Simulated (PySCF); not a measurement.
prop-1-ynylcyclopropane (C6H8), SMILES CC#CC1CC1.

Coordinates come from a B3LYP-D3(BJ)/def2-SVP optimisation.

Computed with PBE/def2-TZVP run with PySCF.

Isolated molecule, no solvent.

Computed frontier levels, gap, dipole moment and polarisability:
The highest occupied level is -5.56 eV. The lowest empty level is 0.17 eV and the orbital gap is 5.72 eV. The dipole moment is 0.032 e·Å and the quadrupole, principal values (traceless, Buckingham form, about the centre of nuclear charge) is -4.40, -3.36, 7.76 D·Å. The mean static polarisability is 73.3 bohr³ (10.86 Å³). The polarisability, principal values is 55.2, 57.1, 107.6 bohr³.
